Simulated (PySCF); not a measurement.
Telling isomers of C5H5NO2 apart by NMR

- shielding tensors at PBE0/pcSseg-1 (GIAO)
- couplings computed with B3LYP/pcJ-1 (spin–dipole term left out of most H,H and C,H couplings)
- coordinates at the GFN2-xTB level
- code: PySCF 2.14
- no solvent, non-relativistic Hamiltonian, one computed conformer, one averaged value for each set of equivalent atoms

References, each an isolated molecule treated in the same way: TMS for 1H (σ = 31.72 ppm), 13C (σ = 186.93 ppm). Multiplet labels drop J under 1 Hz and among equivalent protons, and merge close values. Unscaled 3J(H,H) run several per cent high. Where no couplings were computed, multiplicities follow the n + 1 count of equivalent neighbours, and m marks all less simple cases (inequivalent or close neighbours, rings, F or P nearby). Acid and N–H amide carbonyl carbons lie up to 10 ppm further downfield in solution (hydrogen bonding). Shifts are as computed. Against solution values, carbons near 30 ppm lie about +3 ppm off and those near 130 ppm about +5 ppm. Of 1211 compounds with measured shifts, 218 miss one by over three times the rms of a fit or turn the order of signals round; such compounds aren't used in these exercises. Groups on amide-type nitrogens are kept apart (slow C–N rotation). OH and NH positions are gas-phase values without hydrogen bonding to other molecules.

(1) Tabulate the signals of `C=Cc1ncc(O)o1`, `NC(=O)C#CCC=O`, `[O-][n+]1ccc(O)cc1` and their relative energies.

(2) What is the quickest way to tell NC(=O)C#CCC=O from [O-][n+]1ccc(O)cc1?

(3) What is the quickest way to tell C=Cc1ncc(O)o1 from [O-][n+]1ccc(O)cc1?

(4) What is the quickest way to tell C=Cc1ncc(O)o1 from NC(=O)C#CCC=O?

Answers

(1) 
```json
{"SMILES": "C=Cc1ncc(O)o1", "carbon types": "2×C 2×CH 1×CH2", "δC": "165.1, 155.6, 133.1, 121.2, 107.2", "δH": "6.75 (dd, 1H), 6.48 (s, 1H), 6.00 (d, 1H), 5.57 (d, 1H), 4.87 (br s, 1H)", "E rel. (kcal/mol)": "0.0"}
{"SMILES": "NC(=O)C#CCC=O", "carbon types": "3×C 1×CH 1×CH2", "δC": "197.6, 154.0, 88.6, 82.2, 37.7", "δH": "9.72 (t, 1H), 5.43 (br, 1H), 4.63 (br, 1H), 3.51 (d, 2H)", "E rel. (kcal/mol)": "16.7"}
{"SMILES": "[O-][n+]1ccc(O)cc1", "carbon types": "1×C 4×CH", "δC": "155.7, 144.6, 118.0", "δH": "8.14 (d, 2H), 6.69 (d, 2H), 4.12 (br s, 1H)", "E rel. (kcal/mol)": "18.2"}
```

Energies are electronic energies at PBE0/pcSseg-1 on these geometries, without zero-point or thermal terms, each for the one conformer computed, which needn't be the lowest.

(2) Count the carbon signals: 5 against 3. The first has an alkyne carbon (C) at 88.6 ppm, the second an aromatic CH at 118.0 ppm. Their most deshielded carbons lie at 197.6 and 155.7 ppm. In the proton spectra the most deshielded non-exchanging signals are 9.72 (t, 1H) and 8.14 (d, 2H).

(3) Count the carbon signals: 5 against 3. The first has a terminal =CH2 carbon at 121.2 ppm, the second an aromatic CH next to a ring nitrogen at 144.6 ppm. Their most deshielded carbons lie at 165.1 and 155.7 ppm. In the proton spectra the most deshielded non-exchanging signals are 6.75 (dd, J = 18.8, 12.6 Hz, 1H) and 8.14 (d, 2H).

(4) Both give the same number of carbon signals, but DEPT or the intensities differ. The first has an alkene CH at 133.1 ppm, the second an aldehyde carbonyl carbon (CH) at 197.6 ppm. Their most deshielded carbons lie at 165.1 and 197.6 ppm. In the proton spectra the most deshielded non-exchanging signals are 6.75 (dd, J = 18.8, 12.6 Hz, 1H) and 9.72 (t, 1H).
